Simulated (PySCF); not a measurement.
Species: C₂H₁₂NSi₃ (doublet state).
Z-matrix (Å and degrees, GFN2-xTB geometry), rows numbered from 1:
```
C 
N   1  1.4407
Si  2  1.7134  1  124.46
Si  3  2.3270  2  103.87  1  -174.79
C   4  1.8358  3  109.57  2    51.51
Si  5  1.8583  4  126.87  3   -72.02
H   1  1.0959  2  112.55  3   -89.25
H   1  1.0874  2  108.74  3    30.50
H   1  1.0919  2  110.22  3   149.57
H   2  1.0079  1  111.89  3   156.30
H   3  1.4794  2  114.15  1    61.84
H   3  1.4696  2  105.55  1   -52.92
H   4  1.4699  3  108.49  2   173.77
H   4  1.4718  3  109.17  2   -69.90
H   5  1.0836  4  116.26  3    92.61
H   6  1.4683  5  110.26  4  -152.25
H   6  1.4688  5  109.80  4   -31.59
H   6  1.4738  5  112.27  4    88.07
```

The hyperfine couplings belong to this conformer and change with its torsions.

The species is `[SiH2]([CH][SiH3])[SiH2]NC` [radical].

The calculation used UKS B3LYP, pcH-1 on C H N Si, non-relativistic, mean-field spin-orbit, GIAO in PySCF 2.14.0. One conformer (not necessarily the lowest) at the GFN2-xTB geometry, without solvent, vibrations or thermal averaging. A GFN2-xTB geometry isn't a minimum of the functional, and hyperfine couplings can be far from their values at a DFT geometry. The SCF solution wasn't tested for stability.

Give the principal g shifts and their parts.

```
                    Δg (ppm)     1     2     3
relativistic mass correction  -123  -123  -123
            gauge correction     5    19    20
   orbital Zeeman/spin–orbit   -82   465  1021
                       total  -200   361   917
```

So g = 2.00212, 2.00268, 2.00324 and g_iso = 2.00268; the tensor is rhombic: the two nearest values differ by 50 % of g3 − g1. Axes: g2 points within 13° of the Si4–C5 bond and g3 points within 15° of the C5–H15 bond.

Average each term over the three axes. Which is largest in size?

The orbital-Zeeman/spin–orbit term 468, the mass correction -123 and the gauge correction 15 ppm, for a total of 360 ppm. The orbital-Zeeman/spin–orbit term is the largest in size. The mass correction is the same along every axis, so the anisotropy comes from the other two: their spans along these axes are 15 (gauge) and 1102 ppm (orbital Zeeman/spin–orbit).

What are the electron Larmor frequencies g μB B/h along the three axes at 330 mT?

9.2473, 9.2499, 9.2525 GHz for g1, g2 and g3, a range of 5.2 MHz.

In a frozen sample, at which fields do the three g values resonate at 9.5, 34, 94 and 263 GHz (hyperfine left aside), and which band first spreads them over more than twice a line width of 1.0 mT?

```
band    GHz  B(g3) mT  B(g2) mT  B(g1) mT  spread mT
   X    9.5    338.83    338.92    339.02       0.19
   Q   34.0   1212.65   1212.99   1213.33       0.68
   W   94.0   3352.62   3353.55   3354.49       1.87
   J  263.0   9380.20   9382.80   9385.43       5.23
```

The spread grows in proportion to the frequency. J band is the first where it exceeds 2.0 mT.

Largest spin populations (Mulliken): C5 (+0.96) and Si3 (+0.07). No atom but C5 exceeds +0.15. The angles at C5 add up to 358.4°, so it is nearly planar; its axial dipolar tensor and the negative coupling of its proton fit spin in a p orbital normal to that plane.

The HOMO–LUMO gaps are 6.34 eV among the α and 3.32 eV among the β orbitals.
